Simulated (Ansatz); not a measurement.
Ansatz (a first-principles code) input file for trichloroethylene (C2HCl3), SMILES ClC=C(Cl)Cl, PBE/def2-SVPD. Geometry optimised at B3LYP-D3(BJ)/def2-SVP.

Ansatz 0.2 input:
```yaml
crystal:
  periodic: [false, false, false]
  atoms:
    - {symbol: Cl, position_ang: [0.35035219, 2.26637230, 0.00000000]}
    - {symbol: C, position_ang: [0.91807778, 0.63880655, 0.00000000]}
    - {symbol: C, position_ang: [0.11068312, -0.43180982, 0.00000000]}
    - {symbol: Cl, position_ang: [-1.61178715, -0.33643201, 0.00000000]}
    - {symbol: Cl, position_ang: [0.78060513, -2.03341953, 0.00000000]}
    - {symbol: H, position_ang: [2.00154165, 0.51716678, 0.00000000]}
basis:
  gaussian:
    orbitals: def2-SVPD
hamiltonian:
  xc: {name: PBE}
```

Program output:

```
WARN ansatz: RAYON_NUM_THREADS=1 ignored (pool sized by the plan → 1); use --threads N
Functional definition: PBE
integrals: 0.08 GiB planned
1230 factors; their error is unknown
mean field: 0.43 GiB planned
mean field evaluation 1: about -39622.0191 eV, gradient 4.4e1 eV
mean field evaluation 2: about -39607.9695 eV, gradient 8.1e1 eV
mean field evaluation 4: about -39626.7685 eV, gradient 5.6e0 eV
mean field evaluation 8: about -39626.7976 eV, gradient 1.8e-1 eV
mean field evaluation 16: about -39626.7977 eV, gradient 7.4e-5 eV
mean field -39626.79765302 eV, -1456.2579537402 hartree, gradient 7.4e-5 eV, S^2 0.000000; 0 other end points of the search recorded, 0 dependent functions left out
reference -39626.79770286 eV, -1456.2579555719 hartree; 32, 32 occupied and 97, 97 virtual orbitals, 1230 factors
Total energy: -39626.79770286 eV, -1456.2579555719 hartree
```

The run converged.

Cost: around 1.1 core-seconds (rough).
